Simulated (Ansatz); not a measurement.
`[F][In@-]1([Cl])[F+][In@@-]([F])([Cl])[F+]1`. The species carries charge 0 and has multiplicity 1. In: def2 effective core potential. All single points use the PBE0-D4/def2-TZVP geometry.

```xyz
8

F     1.631   -0.039   -2.495
In    1.162    0.824   -0.850
Cl    1.915    2.743    0.108
F     0.920   -0.702    0.575
In   -1.163   -0.901    0.768
F    -1.647   -2.476   -0.209
Cl   -1.898   -0.080    2.756
F    -0.921    0.629   -0.652
```

(1) What is the dipole moment at B3LYP/def2-TZVPP? (An estimate is asked.)

(2) And with PBE, r2SCAN, ωB97M-V? (Estimate.)

(3) Give the Mulliken charges with B3LYP, ωB97M-V, r2SCAN in def2-TZVPP. (An estimate is asked.)

Answers

(1) Computed: 1.90 D, with components (0.01, 1.29, 1.39) D in this frame, pointing from negative to positive charge.

(2) Computed: PBE 1.72 D, r2SCAN 1.70 D, ωB97M-V 1.81 D.

(3) The calculation gave: 
```json
{"atom": "F1", "B3LYP": "-0.44", "ωB97M-V": "-0.44", "r2SCAN": "-0.44"}
{"atom": "In2", "B3LYP": "1.24", "ωB97M-V": "1.21", "r2SCAN": "1.24"}
{"atom": "Cl3", "B3LYP": "-0.30", "ωB97M-V": "-0.28", "r2SCAN": "-0.31"}
{"atom": "F4", "B3LYP": "-0.50", "ωB97M-V": "-0.49", "r2SCAN": "-0.49"}
{"atom": "In5", "B3LYP": "1.24", "ωB97M-V": "1.21", "r2SCAN": "1.24"}
{"atom": "F6", "B3LYP": "-0.44", "ωB97M-V": "-0.44", "r2SCAN": "-0.44"}
{"atom": "Cl7", "B3LYP": "-0.30", "ωB97M-V": "-0.28", "r2SCAN": "-0.31"}
{"atom": "F8", "B3LYP": "-0.50", "ωB97M-V": "-0.49", "r2SCAN": "-0.49"}
```

B3LYP here is the variant with VWN-RPA as its local correlation; programs differ in this.
